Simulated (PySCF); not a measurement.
Species: trichlorofluorosilane, Cl3FSi.
SMILES with atom numbers: `[F:1][Si:2]([Cl:3])([Cl:4])[Cl:5]`

Jobs on this species (5 atoms, 74 electrons) with PySCF (density fitting). Hardware of each: one thread of an Arm Neoverse V1, shared host. Times come from a shared host and carry two figures at best. Peak memory is the resident size of the whole Python process, interpreter and libraries included.

| level and settings | work | basis functions | SCF cycles | wall time | peak memory |
| --- | --- | --- | --- | --- | --- |
| delta-SCF UKS PBE0, pcX-2 on the ionised atom, pcseg-1 elsewhere, spin-free X2C | ΔSCF core ionisation, 5 holes | 128 | ? | ? | ? |
| delta-SCF UKS SCAN, pcX-2 on the ionised atom, pcseg-1 elsewhere, non-relativistic | ΔSCF core ionisation, 5 holes | 128 | ? | ? | ? |
| delta-SCF UKS SCAN, def2-TZVP on the ionised atom, pcseg-1 elsewhere, spin-free X2C | ΔSCF core ionisation, 5 holes | 105 | 64 | 11 s | 0.49 GiB |
| PBE0-D3(BJ)/def2-SVP, grid level 1 | geometry optimisation from a GFN2-xTB start shaken at random | 86 | 55 | 26 s | 0.37 GiB |
| delta-SCF UKS SCAN, pcX-1 on the ionised atom, pcseg-1 elsewhere, spin-free X2C | ΔSCF core ionisation, 5 holes | 108 | 65 | 10 s | 0.49 GiB |
| delta-SCF UKS SCAN, pcX-2 on the ionised atom, pcseg-1 elsewhere, spin-free X2C | ΔSCF core ionisation, 5 holes | 128 | 66 | 14 s | 0.38 GiB |
| delta-SCF UKS B3LYP, pcX-2 on the ionised atom, pcseg-1 elsewhere, spin-free X2C | ΔSCF core ionisation, 5 holes | 128 | 61 | 22 s | 0.51 GiB |
| delta-SCF UKS HF, pcX-2 on the ionised atom, pcseg-1 elsewhere, spin-free X2C | ΔSCF core ionisation, 5 holes | 128 | 59 | 16 s | 0.49 GiB |
| delta-SCF UKS PBE, pcX-2 on the ionised atom, pcseg-1 elsewhere, spin-free X2C | ΔSCF core ionisation, 5 holes | 128 | 65 | 9.0 s | 0.49 GiB |

Problem. Fill in the missing figures.

Solution. 
- delta-SCF UKS PBE0, pcX-2 on the ionised atom, pcseg-1 elsewhere, spin-free X2C; ΔSCF core ionisation, 5 holes: 22 s, 0.49 GiB, 61 SCF cycles
- delta-SCF UKS SCAN, pcX-2 on the ionised atom, pcseg-1 elsewhere, non-relativistic; ΔSCF core ionisation, 5 holes: 13 s, 0.49 GiB, 65 SCF cycles

Problem. What do all jobs in the table cost together?

Solution. About 2.4 min; the longest takes about 18 % of that, and about 2.9 times as long as the shortest.
